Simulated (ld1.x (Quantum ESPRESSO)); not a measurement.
## Pseudopotential generation for boron: ultrasoft, PBEsol, non-relativistic.

```json
{
  "Element": "boron (B)",
  "Generator": "ld1.x (Quantum ESPRESSO) 7.5",
  "Type": "ultrasoft",
  "Functional": "PBEsol",
  "Relativity": "non-relativistic",
  "Frozen core": "[He]",
  "Valence charge": "3",
  "Reference configuration": "2s2 2p0.75 (charge +0.25)",
  "Partial waves": "2s (bound): rcut 0.90, rcutus 1.24 bohr; 2s channel at 2.15 Ry: rcut 0.90, rcutus 1.24 bohr; 2p (bound): rcut 2.15, rcutus 2.85 bohr; 2p channel at 3.7 Ry: rcut 2.15, rcutus 2.85 bohr; 3d channel at -0.15 Ry: rcut 2.65, rcutus 2.95 bohr; 3d channel at 1.1 Ry: rcut 2.65, rcutus 2.95 bohr",
  "Local potential": "all-electron potential smoothed inside 2.75 bohr (lloc = -1)",
  "Core correction": "a·sin(br)/r model core, default radius (core density twice the valence density)",
  "Augmentation charge": "PSQ, inside the norm-conserving radii"
}
```

All-electron outer shells of the reference configuration (PBEsol, non-relativistic, ld1.x):

| shell | level (eV) | outermost node (bohr) | outermost maximum (bohr) |
| --- | --- | --- | --- |
| 2s | -11.59 | 0.46 | 1.52 |
| 2p | -5.68 | – | 1.53 |

Estimate the cutoffs (Ry, on a coarse ladder) from which the occupation-weighted sum of valence levels, in a spherical-Bessel basis at the reference potential, stays within 10 and 1 mRy of its value at 400 Ry.

18 Ry and 25 Ry.

Does the potential have ghost states?

No extra level below or beside the all-electron valence levels (s, p, d, f tested).

Is the overlap operator S = 1 + Σ q|β⟩⟨β| positive definite (Bessel basis up to 400 Ry)?

Yes: its lowest eigenvalue is 0.50 (s channel).

Which valence shell sets the plane-wave cutoff?

2s: its level needs 25 Ry to come within 1 mRy, against 10 Ry for 2p.

Tests: 2s2 2p1; 2s2 2p0; 2s1 2p0; 2s2 2p0.5; 2s1 2p2; 2s2 2p1.3; 2s0 2p3. Which has the largest error in its energy relative to the reference configuration, and how large is it?

2s1 2p0, with +32 meV (all-electron minus pseudo) on +32.25 eV.
